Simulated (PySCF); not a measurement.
**Spectroscopy problems**

[PySCF 2.14.0 with density-fitted response routines: structure optimised with GFN2-xTB; shieldings: GIAO PBE0/pcSseg-1; non-relativistic Hamiltonian; one conformer; averaged over atoms made equivalent by symmetry, fast rotation or ring inversion; isolated molecule]

References, each an isolated molecule treated in the same way: ¹H, ¹³C vs TMS. Splittings of carbon signals by F and P are missing where no couplings were computed. Where no couplings were computed, multiplicities follow the n + 1 count of equivalent neighbours, and m marks all less simple cases (inequivalent or close neighbours, rings, F or P nearby). Shifts are as computed. Against solution values, carbons near 30 ppm lie about +3 ppm off and those near 130 ppm about +5 ppm. Of 1309 compounds with measured shifts, 239 miss one by over three times the rms of a fit or turn the order of signals round; such compounds aren't used in these exercises.

Problem. C$_{7}$H$_{15}$FSi. ¹H NMR (300 MHz, computed): δ 5.28 (m, 2H), 4.31 (s, 3H), 3.30 (sept, 1H), 1.89 (s, 3H), 1.05 (d, 6H). ¹³C{¹H} NMR (computed): δ 178.5, 125.0, 85.1, 34.8, 22.3, 22.2. What is it?

Solution. `C/C(=C(\[SiH3])CF)C(C)C`. The formula gives 1 degree of unsaturation (no ring in the answer). 6 carbon signals for 7 carbons: some carbons are equivalent by symmetry or fast rotation. Carbon types of the structure: 2 × C, 1 × CH, 1 × CH2, 3 × CH3, leaving 3 H on heteroatoms. δC 178.5, 125.0: fully substituted alkene carbon. δC 85.1: allylic sp3 CH2 bonded to F; the inductive effect lowers its shielding. δC 34.8: allylic sp3 CH; aliphatic region, no heteroatom directly attached. δH 5.28: hydrogen on an allylic sp3 CH2 bonded to F; its carbon carries F, which withdraws density.

The data come from this structure; uniqueness wasn't tested.

Problem. C$_{6}$H$_{10}$FNSi. ¹H NMR (400 MHz, computed): δ 7.81 (d, 1H), 7.15 (d, 1H), 4.82 (m, 1H), 3.32 (m, 1H), 2.08 (s, 3H), 1.68 (d, 3H). ¹³C{¹H} NMR (computed): δ 153.8 (CH2), 114.3 (C), 82.7 (C), 66.4 (CH), 19.8 (CH3), 5.7 (CH3). What is it?

Solution. SMILES C=N[C@@H](C)[Si@H](F)C#CC. Rings plus π bonds: 3 (no ring in the answer). 6 carbon signals for 6 carbons: no two carbons are equivalent. Carbon types of the structure: 2 × C, 1 × CH, 1 × CH2, 2 × CH3, leaving 1 H on heteroatoms. δC 153.8: C=N carbon. δC 114.3, 82.7: alkyne carbon. δC 66.4: sp3 CH bonded to N and Si; the inductive effect lowers its shielding. δC 19.8: methyl carbon; saturated and bonded to C and H only.

This is the structure that produced the data.

Problem. C$_{7}$H$_{15}$FSi. ¹H NMR (300 MHz, computed): δ 5.31 (m, 2H), 4.25 (s, 3H), 2.08 (t, 2H), 2.02 (s, 3H), 1.15 (m, 2H), 1.03 (m, 3H). ¹³C{¹H} NMR (computed): δ 160.0 (C), 130.4 (C), 85.4 (CH2), 41.8 (CH2), 28.4 (CH3), 28.0 (CH2), 17.1 (CH3). Give a structure.

Solution. SMILES CCC/C(C)=C(/[SiH3])CF. Rings plus π bonds: 1 (no ring in the answer). 7 carbon signals for 7 carbons: no two carbons are equivalent. Carbon types of the structure: 2 × C, 3 × CH2, 2 × CH3, leaving 3 H on heteroatoms. δC 160.0, 130.4: fully substituted alkene carbon; an sp2 carbon of a C=C bond. δC 85.4: allylic sp3 CH2 bonded to F; the inductive effect lowers its shielding. δC 41.8: allylic sp3 CH2; saturated and bonded to C and H only. δC 17.1: methyl carbon; aliphatic region, no heteroatom directly attached.

The data come from this structure; uniqueness wasn't tested.
